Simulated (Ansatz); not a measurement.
Reaction (atomization): `[Cl][Sn]([Cl])([Cl])[c]1ccccc1` → 6 C• + 3 Cl• + 5 H• + Sn•

Gas-phase electronic energies from Ansatz, PBE0-D4/def2-TZVP geometries. CCSD(T)/CBS is the MP2 limit (def2-TZVPP, def2-QZVPP) plus CCSD(T) − MP2 in def2-TZVPP, frozen cores. This one scheme is used for every species, atoms too. For atomizations the MP2-based limit and the directly extrapolated one differ by several kJ/mol either way, and by 10 to 25 for some Ge, Se and Sn compounds, so smaller differences from it don't rank the levels. DFT in def2-TZVPP. B3LYP here is the variant with VWN-RPA as its local correlation; programs differ in this. Open shells (•) are unrestricted, without spin–orbit coupling. Spin–orbit coupling would lower the free atoms: a little for C, Cl; strongly for Sn. def2 core potentials past Kr. Bonds to Sn are less sure, by a few kJ/mol each and by 10 to 20 or more in all where they break to atoms, as the def2 sets lack core-valence functions. Each species was taken in one conformer, which may not be the lowest.

`[Cl][Sn]([Cl])([Cl])[c]1ccccc1`:

Z-matrix (Å, degrees):
```
Sn
Cl 1 2.310
Cl 1 2.309 2 105.9
Cl 1 2.310 2 108.7 3 113.4
C 1 2.104 2 111.0 3 -124.3
C 5 1.390 1 119.7 2 29.8
C 5 1.390 1 119.7 2 -150.4
C 6 1.387 5 119.5 1 179.5
H 6 1.085 5 120.8 1 -1.0
C 7 1.387 5 119.5 1 -179.5
H 7 1.085 5 120.8 1 1.0
C 8 1.387 6 120.1 5 0.1
H 8 1.084 6 119.7 5 179.9
H 10 1.084 7 119.7 5 -179.9
H 12 1.084 8 119.9 6 179.9
```

| level | ΔE (kJ/mol) | difference from CCSD(T)/CBS |
| --- | --- | --- |
| PBE-D4 | 6759.6 | 234.4 |
| B97M-V | 6597.0 | 71.8 |
| r2SCANh-D4 | 6536.8 | 11.6 |
| ωB97X-V | 6534.2 | 9.0 |
| B3LYP | 6402.3 | -122.9 |
| MP2/def2-TZVPP | 6561.9 | 36.7 |
| SCS-MP2/def2-TZVPP | 6422.6 | -102.6 |
| HF/def2-QZVPP | 4789.3 | -1735.9 |
| SCS-MP2/def2-QZVPP | 6543.8 | 18.6 |
| HF/CBS(def2) | 4790.8 | -1734.4 |
| CCSD(T)/CBS | 6525.2 | 0 |

Largest T1 diagnostic among the species: 0.011.

In def2-TZVPP, CCSD(T) changes the Hartree–Fock value by +1558.5 kJ/mol (the triples alone add +146.1 kJ/mol) and MP2 by +1782.3 kJ/mol; breaking electron pairs costs correlation energy, which Hartree–Fock lacks. The D4 term adds +96.8 kJ/mol with B3LYP and +52.3 kJ/mol with PBE0; it sums over pairs of atoms, weighted by their polarisabilities, and B3LYP, whose exchange is more repulsive, gets the larger term. From r2SCAN to r2SCAN0 (25 % exact exchange), in def2-TZVPP and without D4, ΔE moves by −115.3 kJ/mol: exact exchange takes away binding that semilocal exchange gives to molecules.
